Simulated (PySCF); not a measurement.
Simulated C 1s region for Si(CCH)2Me2 (`C[Si](C#C)(C#C)C`), binding energy against the vacuum level.

Every computed line was given a Gaussian of 0.6 eV full width at half maximum and an area set by the number of equivalent atoms; the highest printed point is 100. Method used: PySCF 2.14.0, delta-SCF UKS SCAN, pcX-2 on the ionised atom, pcseg-1 elsewhere, spin-free X2C.

binding energy (eV), intensity and a bar:
```
    289.2          0 
    289.3          1 
    289.4          3 #
    289.5          7 ##
    289.6         15 #####
    289.7         30 #########
    289.8         50 ###############
    289.9         72 ######################
    290.0         91 ###########################
    290.1        100 ##############################
    290.2         97 #############################
    290.3         82 #########################
    290.4         61 ##################
    290.5         40 ############
    290.6         23 #######
    290.7         12 ###
    290.8          5 ##
    290.9          2 #
    291.0          1 
    291.1          0
```

**Question.** Count the maxima, the lines and the sites behind this envelope.

**Answer.** The curve has 1 maximum (at 290.1 eV). Under it lie 3 lines from 3 inequivalent carbon sites. At this width some lines have no maximum of their own.

**Question.** Decompose the envelope and assign each component. Bonds: Si1–C2, Si1–C5, Si1–C8, Si1–C12, C2–C3, C5–C6. Hydrogens: H4 on C3; H7 on C6; H9, H10, H11 on C8; H13, H14, H15 on C12.

**Answer.** 
```csv
position (eV),relative area,line,atoms,environment
290.04,2,C 1s,C2/C5,carbon bonded to C and Si
290.08,2,C 1s,C8/C12,carbon bonded to Si and 3 H
290.27,2,C 1s,C3/C6,carbon bonded to C and H
```

**Question.** What are the centre and the root-mean-square width of the whole band?

**Answer.** The area-weighted mean of the lines is 290.13 eV. Their own spread about it is 0.10 eV (rms) and each Gaussian has σ = 0.6/2.355 = 0.25 eV; the variances add, which gives 0.27 eV.

The 3 C 1s values lie within 0.23 eV of each other; Gaussian lines of 0.5 eV full width would blend them into one maximum.

No satellites, vibrations or lifetime broadening are included. The first atom of each set that the bonding makes equivalent was ionised and stands for the set. The unrestricted hole states depart most from a pure doublet (⟨S²⟩ = 0.75; over 0.85 named) for C 1s of C2/C5 (0.86), which makes this value less certain. Isolated species at its PBE0-D3(BJ)/def2-SVP geometry, gas phase.
